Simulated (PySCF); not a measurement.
# Ti (titanium, neutral) across methods

[Ar] 3d2 4s1 4p1, one real determinant (an excited configuration). Computed with PySCF 2.14 in aug-cc-pVTZ-DK (8s7p5d3f2g, 93 functions), with scalar relativity by spin-free X2C-1e.

| method | E (hartree) | mean ε 3d α (eV) | mean ε 4s α (eV) | mean ε 4p α (eV) | Σ⟨r²⟩ (bohr²) | ⟨S²⟩ |
| --- | --- | --- | --- | --- | --- | --- |
| PBE0 | -853.450 | -8.063 | -6.356 | -3.070 | 53.85 | 6.001 |
| UHF | -852.71005 | -12.966 | -8.320 | -4.739 | 54.99 | 6.003 |
| wB97X | -853.632 | -10.242 | -8.167 | -4.680 | 53.85 | 6.001 |
| r2SCANh | -853.604 | -7.390 | -6.050 | -2.740 | 53.50 | 6.001 |
| LDA | -851.535 | -5.958 | -5.679 | -2.436 | 53.77 | 6.000 |
| LC-wPBE | -853.481 | -10.667 | -8.643 | -5.017 | 52.56 | 6.001 |
| r2SCAN | -853.609 | -6.724 | -5.748 | -2.503 | 53.50 | 6.001 |
| PBE | -853.414 | -6.282 | -5.602 | -2.458 | 54.20 | 6.000 |

⟨L²⟩ = 13.95 against 20 for a pure G term, so this real determinant mixes terms.
